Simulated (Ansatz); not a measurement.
(CuF)2 ring (Cu₂F₂), 4 atoms. Hardware: 4 threads of Arm Neoverse V2 on a shared host.

Correlated methods freeze 20 core orbitals.

Problem. How many basis functions does each of these Ansatz runs have, and roughly what does it cost? r2SCAN-D4/def2-TZVP, charge 0 singlet, energy, from earlier orbitals; r2SCAN-D4/def2-TZVP, charge 1 doublet at the geometry of the charge 0 singlet, energy, from earlier orbitals; PBE0-D4/def2-TZVPD, charge 0 singlet, energy, from earlier orbitals; PBE0-D4/def2-SVP, charge 1 doublet at the geometry of the charge 0 singlet, energy with a search over starts; PBE-D4/def2-TZVP, charge 0 triplet at the geometry of the charge 0 singlet, energy, from earlier orbitals; PBE-D4/def2-TZVPD, charge 0 singlet, energy, from earlier orbitals; PBE0-D4/def2-TZVP, charge 0 singlet, energy and forces, from earlier orbitals; LC-ωPBE/def2-TZVP, charge 0 singlet, energy, from earlier orbitals; HF/def2-TZVP, charge 0 singlet, energy, from earlier orbitals; CCSD(T)/def2-TZVPP, charge 0 singlet, energy, from earlier orbitals; PBE-D4/def2-SVP, charge 0 singlet, energy, from earlier orbitals; PBE0-D4/def2-SVP, charge 0 singlet, energy with a search over starts.

Solution. Other jobs shared the machine, so times can vary by a factor of up to 3. A dash marks memory too small to be measured apart from the calling script's.

| run | functions | fitting or Cholesky vectors | wall time | peak host memory (GiB) |
| --- | --- | --- | --- | --- |
| PBE-D4/def2-SVP, charge 0 singlet, energy, from earlier orbitals | 90 | 1064 | 0.9 s | – |
| PBE0-D4/def2-SVP, charge 0 singlet, energy with a search over starts | 90 | 956 | 1.3 s | – |
| HF/def2-TZVP, charge 0 singlet, energy, from earlier orbitals | 152 | 1760 | 1.6 s | – |
| PBE-D4/def2-TZVPD, charge 0 singlet, energy, from earlier orbitals | 176 | 1332 | 1.6 s | – |
| LC-ωPBE/def2-TZVP, charge 0 singlet, energy, from earlier orbitals | 152 | 1218 | 1.8 s | – |
| PBE0-D4/def2-TZVP, charge 0 singlet, energy and forces, from earlier orbitals | 152 | 1356 | 2.8 s | – |
| PBE0-D4/def2-TZVPD, charge 0 singlet, energy, from earlier orbitals | 176 | 1490 | 2.8 s | – |
| r2SCAN-D4/def2-TZVP, charge 0 singlet, energy, from earlier orbitals | 152 | 1218 | 2.9 s | – |
| PBE-D4/def2-TZVP, charge 0 triplet at the geometry of the charge 0 singlet, energy, from earlier orbitals | 152 | 1218 | 3.1 s | – |
| PBE0-D4/def2-SVP, charge 1 doublet at the geometry of the charge 0 singlet, energy with a search over starts | 90 | 956 | 5.5 s | – |
| r2SCAN-D4/def2-TZVP, charge 1 doublet at the geometry of the charge 0 singlet, energy, from earlier orbitals | 152 | 1218 | 7 s | – |
| CCSD(T)/def2-TZVPP, charge 0 singlet, energy, from earlier orbitals | 190 | 1317 | 24 s | 1.4 |
